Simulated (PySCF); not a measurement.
## Simulated absorption spectrum

Compound: Si(SH)2Me2, C2H8S2Si.
SMILES: `C[Si](C)(S)S`

Method used: TDDFT PBE0/def2-SVPD, vertical, gas phase, core orbitals frozen in the response (PySCF 2.14.0, density-fitted response routines). Isolated species at its PBE0-D3(BJ)/def2-SVP geometry (one conformer only).

Broadening: Gaussians 0.5 eV wide at half height, area fixed by f = 4.319×10⁻⁹ ∫ε dν̃. The width is an assumption, not a result. The curve ends short of the highest state used, and states not computed would add to its high-energy end.

λ (nm), ε (L mol⁻¹ cm⁻¹) and a bar:
```
    178.9       2839 ############
    180.5       3411 ##############
    182.1       3946 ################
    183.7       4403 ##################
    185.3       4790 ####################
    186.9       5154 ######################
    188.5       5544 #######################
    190.1       5986 #########################
    191.7       6452 ###########################
    193.3       6869 #############################
    194.9       7138 ##############################
    196.4       7177 ##############################
    198.0       6945 #############################
    199.6       6437 ###########################
    201.2       5708 ########################
    202.8       4847 ####################
    204.4       3949 #################
    206.0       3100 #############
    207.6       2357 ##########
    209.2       1748 #######
    210.8       1276 #####
    212.4        929 ####
    214.0        682 ###
    215.6        510 ##
    217.2        390 ##
    218.8        305 #
    220.4        242 #
    222.0        193 #
    223.6        153 #
    225.2        120 #
    226.8         93 
    228.4         70 
    230.0         52 
    231.6         37 
    233.2         26 
    234.8         18 
    236.4         12 
    238.0          8 
    239.6          5 
    241.2          3 
    242.8          2 
    244.4          1 
    246.0          1 
    247.6          0
```

Task: Locate the maxima and give the states behind the curve.

Result: 196 nm (6.33 eV), ε about 7200, made up of S3 (89%) (ε in L mol⁻¹ cm⁻¹; maxima over ε = 5, shares over 10%). The states used: S1 5.76 eV (f 0.0041); S2 6.11 eV (f 0.0022); S3 6.29 eV (f 0.120); S4 6.59 eV (f 0.011); S5 6.75 eV (f 0.059); S6 7.00 eV (f 0.0020); S7 7.06 eV (f 0.0046); S8 7.25 eV (f 0.0017); S9 7.32 eV (f 0.0015); S10 7.53 eV (f 0.069).

Task: Coming from long wavelengths, where does ε first pass 100 L mol⁻¹ cm⁻¹?

Result: At about 226 nm (5.48 eV), 0.28 eV below S1.

Task: What would ε be at 6.33 eV, the highest of these maxima, with half the width (0.25 eV)?

Result: About 12200 L mol⁻¹ cm⁻¹ against 7190, a factor of about 1.7; a lone state at its own centre would give exactly 2.

Task: On this curve, what absorbance would a 10⁻⁵ mol/L sample give at 222 nm over a 1 cm path?

Result: 222 nm is 5.585 eV, where ε is about 190 L mol⁻¹ cm⁻¹, so A = ε c l ≈ 0.0019 (Beer–Lambert, with the gas-phase spectrum and the assumed width).

The vertical ionisation energy (ΔSCF) is 9.04 eV, 1.50 eV above S10.

On one thread, AMD EPYC (x86_64), no GPU, on a shared host, this took 2.0 min (with the writing of density and orbital grids) and 0.90 GiB of memory at its peak.
